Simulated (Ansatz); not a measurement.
C₂H₆InNO, SMILES `[CH3][In]([NH2])[CH]=O` at its PBE0-D4/def2-TZVP geometry, where that method's forces vanish. Charge 0, multiplicity 1. In takes the def2 core potential.

| atom | x (Å) | y (Å) | z (Å) |
| --- | --- | --- | --- |
| C1 | -1.189 | 0.190 | -1.641 |
| In2 | 0.060 | 0.024 | 0.092 |
| N3 | 0.739 | -1.806 | 0.607 |
| C4 | 0.788 | 1.576 | 1.510 |
| O5 | 0.472 | 2.733 | 1.427 |
| H6 | -1.553 | -0.795 | -1.936 |
| H7 | -0.617 | 0.618 | -2.466 |
| H8 | -2.037 | 0.843 | -1.436 |
| H9 | 1.333 | -1.996 | 1.397 |
| H10 | 0.530 | -2.654 | 0.107 |
| H11 | 1.476 | 1.268 | 2.339 |

Q: For each bond, give half the difference of the two atoms' forces along it (eV/Å; positive pushes the atoms apart) under PBE-D4, r2SCAN-D4, B3LYP-D4, ωB97M-V in def2-TZVPP. (Best estimate.)

A: The calculation gave: 
```json
{"bond": "C1–In2", "length (Å)": "2.142", "PBE-D4": "-0.01", "r2SCAN-D4": "0.02", "B3LYP-D4": "0.15", "ωB97M-V": "0.00"}
{"bond": "C1–H6", "length (Å)": "1.090", "PBE-D4": "0.08", "r2SCAN-D4": "-0.04", "B3LYP-D4": "-0.09", "ωB97M-V": "-0.03"}
{"bond": "C1–H7", "length (Å)": "1.091", "PBE-D4": "0.09", "r2SCAN-D4": "-0.03", "B3LYP-D4": "-0.08", "ωB97M-V": "-0.04"}
{"bond": "C1–H8", "length (Å)": "1.090", "PBE-D4": "0.10", "r2SCAN-D4": "-0.02", "B3LYP-D4": "-0.08", "ωB97M-V": "-0.05"}
{"bond": "In2–N3", "length (Å)": "2.019", "PBE-D4": "0.09", "r2SCAN-D4": "0.07", "B3LYP-D4": "0.17", "ωB97M-V": "0.00"}
{"bond": "In2–C4", "length (Å)": "2.225", "PBE-D4": "-0.20", "r2SCAN-D4": "-0.05", "B3LYP-D4": "0.00", "ωB97M-V": "-0.14"}
{"bond": "N3–H9", "length (Å)": "1.007", "PBE-D4": "0.20", "r2SCAN-D4": "0.01", "B3LYP-D4": "-0.05", "ωB97M-V": "-0.01"}
{"bond": "N3–H10", "length (Å)": "1.007", "PBE-D4": "0.19", "r2SCAN-D4": "0.01", "B3LYP-D4": "-0.05", "ωB97M-V": "-0.01"}
{"bond": "C4–O5", "length (Å)": "1.202", "PBE-D4": "0.82", "r2SCAN-D4": "0.27", "B3LYP-D4": "0.22", "ωB97M-V": "0.33"}
{"bond": "C4–H11", "length (Å)": "1.121", "PBE-D4": "-0.03", "r2SCAN-D4": "-0.03", "B3LYP-D4": "-0.15", "ωB97M-V": "-0.14"}
```

B3LYP here is the variant with VWN-RPA as its local correlation; programs differ in this.

Computed with Ansatz.
